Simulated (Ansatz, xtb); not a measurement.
Relative energy of two isomers of H6PSbSi2

Structure a: `[SiH2]1P[SiH2][SbH]1`, a singlet. Structure b: `[SiH2]1[SiH2][SbH][PH]1`, a singlet. Both are isolated molecules in the gas phase, relaxed with PBE0-D3(BJ)/def2-SVP.

Energies in hartree; the thermal terms are from PBE0-D3(BJ)/def2-SVP harmonic frequencies (ideal gas, rigid rotor, one conformer each, 298.15 K, 1 atm) and include the zero-point energy:

|  | a | b |
| --- | --- | --- |
| E, CCSD(T)/def2-SVP | −1161.587553 | −1161.583699 |
| E, MP2/def2-SVP | −1161.504476 | −1161.499136 |
| E, MP2/def2-TZVPP | −1162.158273 | −1162.151609 |
| zero-point energy | 0.051672 | 0.051650 |
| H(298 K) − E | 0.060166 | 0.060069 |
| G(298 K) − E | 0.018407 | 0.018710 |

Correct the CCSD(T) difference for the basis set by the MP2 change, then work out ΔE, ΔE₀, ΔH and ΔG for a → b in kcal/mol (1 Eh = 627.51 kcal/mol) and the equilibrium ratio [b]/[a].

1. Differences b − a: CCSD(T) +0.003854, MP2 in the small set +0.005340, MP2 in the large set +0.006664 Eh.
2. ΔE = +0.003854 + (+0.006664 − (+0.005340)) = +0.005178 Eh = +3.25 kcal/mol.
3. ΔE₀ = ΔE + ΔZPE = +0.005178 + (−0.000022) Eh = +3.24 kcal/mol.
4. ΔH = ΔE + (−0.000097) Eh = +3.19 kcal/mol.
5. ΔG = ΔE + (+0.000303) Eh = +3.44 kcal/mol, so ΔS = (ΔH − ΔG)/T = −3.5 J/(mol K).
6. kT = 0.9442 mEh, so K = [b]/[a] = exp(−ΔG/kT) = exp(−5.81) ≈ 0.003.

Structure a is favoured at this temperature. An error of 1 kcal/mol in ΔG would change K by a factor of 5.4. GFN2-xTB gave ΔE the other sign. Mirror images and further conformers aren't counted.

As drawn, b has 1 Si–Si, 1 P–Sb in place of 1 P–Si, 1 Sb–Si.

Other levels gave ΔE = −0.7 (GFN2-xTB); +5.6 (HF/STO-3G, GFN2-xTB geometries); +3.7 (r2SCAN-D4/def2-SVP, GFN2-xTB geometries); +2.9 (PBE0-D3(BJ)/def2-SVP); +3.7 (HF/def2-SVP); +3.4 (MP2/def2-SVP); +2.4 (CCSD(T)/def2-SVP) kcal/mol. The correlated steps freeze 19 core orbitals; the filled d shell of Sb is correlated, in a basis made for valence electrons. Atoms past krypton carry core potentials in the def2 sets, without spin–orbit terms. Programs: Ansatz 0.2.0, xtb 6.7.1.
